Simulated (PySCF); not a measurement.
## Vibration and rotation of RbP⁺

UHF-CCSD(T) constants of RbP⁺, ⁴Σ⁻ (quartet), unpaired electrons σ ↑, π ↑↑ (PySCF, scalar-relativistic core potentials, basis sets Rb def2-SVP with ECP28, P def2-SVP; masses 84.9118 and 30.9738 u):

```
ωe              : 63.4 cm⁻¹
ωexe            : 1.24 cm⁻¹
Be              : 0.051872 cm⁻¹
αe              : 0.000986 cm⁻¹
D (centrifugal) : 1.39e-07 cm⁻¹
De to Rb⁺ + P   : 0.137 eV
```

**Question.** Give the vibrational terms G(v) and spacings up to v = 6.

**Answer.** G(v) = ωe(v+½) − ωexe(v+½)².

```tsv
v	G(v) (cm⁻¹)	G(v) − G(v−1)	Bv (cm⁻¹)
0	31.4		0.05138
1	92.3	60.9	0.05039
2	150.8	58.4	0.04941
3	206.7	56.0	0.04842
4	260.2	53.5	0.04744
5	311.2	51.0	0.04645
6	359.7	48.5	0.04546
```

**Question.** How well does the Morse estimate ωe²/(4ωexe) reproduce De, and what is D0?

**Answer.** It gives 0.100 eV, 73 % of the computed De. D0 = De − G(0) = 0.137 − 0.004 = 0.133 eV.

Correlated steps freeze 5 core orbitals. The bond is weak. Basis-set superposition, not corrected here, can be much of De in a small basis, most of all at correlated wavefunction levels. Spin–orbit coupling is left out. For an ion De counts to the pair picked by the measured ionisation energies or electron affinities, which need not be the lowest pair at this level. The state was picked by a PBE0 search and need not be the measured ground state.
